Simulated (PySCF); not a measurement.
**Potential energy of CaH along the bond**

Set-up: basis Ca 3-21G, H 3-21G; no relativity; PySCF 2.14. Energies in eV from Ca + H in their ground configurations at the same level. State: ²Σ⁺ (doublet), unpaired electrons σ ↑.

All columns are PBE0. A positive dipole means Ca(−)H(+).

```
R (Å)  E (eV)  μ (D)  Mulliken charge on Ca (basis-dependent)  HOMO (eV)  LUMO (eV)  Mayer bond order  ⟨S²⟩
1.869  -1.025  -1.67                                     0.36      -4.09      -1.87              0.83  0.75
1.956  -1.192  -1.84                                     0.34      -4.14      -1.91              0.85  0.75
2.043  -1.289  -1.99                                     0.31      -4.18      -1.96              0.86  0.75
2.108  -1.325  -2.11                                     0.29      -4.22      -1.99              0.87  0.76
2.173  -1.335  -2.22                                     0.28      -4.25      -2.02              0.88  0.76
2.238  -1.325  -2.34                                     0.27      -4.29      -2.06              0.88  0.76
2.325  -1.285  -2.48                                     0.25      -4.33      -2.11              0.88  0.76
2.434  -1.205  -2.66                                     0.23      -4.39      -2.16              0.88  0.76
2.564  -1.078  -2.84                                     0.21      -4.46      -2.23              0.86  0.77
2.738  -0.886  -2.99                                     0.19      -4.54      -2.29              0.81  0.78
```

A fit through these points gives, at Re = 2.171 Å, μ = -2.22 D and dμ/dR = -1.74 D/Å; the reduced mass is 0.983 u.

Q: How strong is the fundamental in the double-harmonic approximation, I = 42.26·(dμ/dR)²/μred km/mol?

A: I = 42.26·(-1.74)²/0.983 = 130 km/mol at PBE0.

3-21G is very small, so such numbers show the basis as much as the molecule. The state is the lowest determinant that a PBE0 search found; another state may lie lower at other levels.
